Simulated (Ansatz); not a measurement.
The cluster Nb₂S⁺. The state is a quartet with charge 1. Geometry r2SCAN-D4/def2-TZVP; atoms count from 1.

| atom | x (Å) | y (Å) | z (Å) |
| --- | --- | --- | --- |
| Nb1 | 0.0688 | 1.1147 | -0.6294 |
| Nb2 | -1.0194 | -0.2251 | 0.9429 |
| S3 | 0.9506 | -0.8896 | -0.3135 |

In the def2 sets Nb takes a core potential; there is no spin–orbit coupling. At PBE0-D4/def2-TZVP a doublet of charge 1 lies 0.79 eV below the quartet, each at its own geometry. The structure comes from a short search, and lower isomers may exist.

(1) Estimate the Mulliken populations from the PBE0/def2-TZVP orbitals of Ansatz.

(2) Where does the spin sit?

(3) And the Mayer bond orders between bonded heavy atoms (over 0.3)?

Answers

(1) 
```
atom  charge (e)  spin (α − β)  d electrons
 Nb1        0.68          1.00         3.64
 Nb2        0.67          2.05         3.73
  S3       -0.35         -0.05            –
```
Mulliken values and Mayer orders depend strongly on the basis.

(2) Summed by element: Nb 3.05, S -0.05, of 3 unpaired in all. Largest on single atoms: Nb2 2.05, Nb1 1.00, S3 -0.05.

(3) Nb1–Nb2 2.85 (2.33 Å); Nb1–S3 1.65 (2.21 Å); Nb2–S3 0.90 (2.43 Å).
